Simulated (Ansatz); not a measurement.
Correlation energies of C₄H₃FeO₄P, SMILES `[O+]#[C][Fe-5]([PH3+])([C]#[O+])([C]#[O+])[C]#[O+]` by basis set

Cartesian coordinates in Å:
```
O 0.785 -2.308 -1.675
C 0.377 -1.542 -0.930
Fe -0.260 -0.351 0.231
P 0.898 1.214 -0.799
C -1.750 0.550 -0.142
O -2.708 1.127 -0.380
C 0.644 0.005 1.724
O 1.223 0.233 2.683
C -1.193 -1.612 1.059
O -1.792 -2.421 1.590
H 0.627 1.488 -2.156
H 2.299 1.081 -0.895
H 0.852 2.536 -0.312
```

Total charge 0; spin multiplicity 1. Correlated methods include outer-core shells of Fe, which these sets cover unevenly. Scalar relativity is left out up to krypton. The structure was optimised at the PBE0-D4/def2-TZVP level. It is one conformer, not always the lowest. Frozen core, restricted reference, Ansatz.

```json
{"basis": "def2-SVP", "HF (Eh)": "-2054.99617", "MP2 corr.": "-2.08156"}
{"basis": "def2-TZVPP", "HF (Eh)": "-2055.84046", "MP2 corr.": "-2.74922"}
{"basis": "def2-QZVPP", "HF (Eh)": "-2055.89338", "MP2 corr.": "-2.91116"}
```

Estimate the CCSD correlation energy and the (T) correction in each basis where they were run (hartree).


```tsv
basis	CCSD corr.	(T)
def2-SVP	-1.92542	-0.10543
def2-TZVPP	-2.49246	-0.15658
```
